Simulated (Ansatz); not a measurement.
A barrier at the coupled-cluster level

Start structure (SiH2BrClF2, closed shell), relaxed at PBE0-D4/def2-TZVP:

Si1  (-0.387, -0.634, -0.789)
Cl2  (1.025, -1.434, 0.424)
F3  (-0.788, -1.721, -1.860)
F4  (-1.670, -0.318, 0.069)
H5  (0.096, 0.571, -1.462)
H6  (1.103, 1.161, 2.092)
Br7  (0.623, 2.374, 1.526)
(Å)

The step: SiHClF₂ ([F][SiH]([F])[Cl]) + HBr → SiHBrF₂ ([F][SiH]([F])[Br]) + HCl; bonds formed: Si1–Br7, Cl2–H6; bonds broken: Si1–Cl2, H6–Br7. Computed with Ansatz 0.2.0 (basis: def2-TZVPP and def2-QZVPP); correlated methods freeze the cores. Filled d shells of the heavier atoms are correlated. The def2 sets are not built for correlating such inner shells, so the correlated values are less sure here. Extrapolation: Hartree–Fock as exp(−7.88 √X), correlation as X^−2.97. Energies below are by CCSD(T) at an estimated basis limit (MP2 extrapolated from triple and quadruple zeta, plus CCSD(T) − MP2 in triple zeta).

**Question.** What are the electronic barrier and the energy of the step, from the start structure to the end structure? (An estimate is asked for; the value comes from the calculation.)

**Answer.** By the calculation: Barrier 1.654 eV; step energy 0.095 eV (uphill); reverse barrier, their difference, 1.559 eV. Barrier and step energy count from the start structure, the reverse barrier from the end structure.

The saddle point: One imaginary mode of 326i cm⁻¹.
```csv
pair,start (Å),saddle (Å),end (Å)
Si1–Br7,3.93,2.50,2.19
Cl2–H6,3.09,1.41,1.28
Si1–Cl2,2.03,2.38,4.20
H6–Br7,1.42,1.87,2.73
```

Zero-point energy (harmonic, PBE0-D4): ZPE is 0.636 eV at the start and 0.621 eV at the saddle, so the barrier goes from 1.654 to 1.638 eV.

T1 diagnostic: at most 0.011.

Labels in which every atom is bracketed show which atoms are joined, not bond orders.

For scale, one of the runs: CCSD(T)/def2-TZVPP, 222 basis functions, launched by `ansatz run in.yaml --threads 8 --pin off --events-out ev --progress --plain --max-ram 19148MiB`. Time: 76 s of wall clock on 8 CPU threads of an Arm Neoverse V2; the host was shared. Peak host memory: 3.7 GiB.
